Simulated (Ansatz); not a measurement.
SbH2Et (C₂H₇Sb). Total charge 0; singlet. Geometry PBE0-D4/def2-SVP, basis def2-TZVP, Ansatz.

```xyz
10

Sb   -1.8138    0.6075    0.1484
H    -2.3302    0.0997    1.7070
H    -1.0859    2.0183    0.8087
C     0.0480   -0.5445    0.2272
C     1.0372   -0.1202   -0.8447
H    -0.2409   -1.6006    0.1071
H     0.4699   -0.4331    1.2362
H     1.9506   -0.7370   -0.8114
H     0.6157   -0.2191   -1.8582
H     1.3493    0.9290   -0.7202
```

```
run  HOMO (eV)  LUMO (eV)
  A      -5.94      -1.01
  B      -6.94      -0.26
  C      -6.15      -0.93
  D      -5.82      -0.94
  E      -7.84       0.46
  F      -6.54      -0.46
```

In the def2 sets Sb takes a core potential; there is no spin–orbit coupling.

The runs used B97M-V, BHLYP, BLYP, PBE, PBE0, r2SCANh. Estimate which is which.

A PBE (0 % exact exchange); B PBE0 (25 % exact exchange); C B97M-V (0 % exact exchange); D BLYP (0 % exact exchange); E BHLYP (50 % exact exchange); F r2SCANh (10 % exact exchange). Exact exchange lowers occupied and raises empty levels; among semilocal functionals meta-GGAs tend to open the gap a little, and such runs are hard to tell apart. The gap grows from 4.89 eV (BLYP) to 8.30 eV (BHLYP).
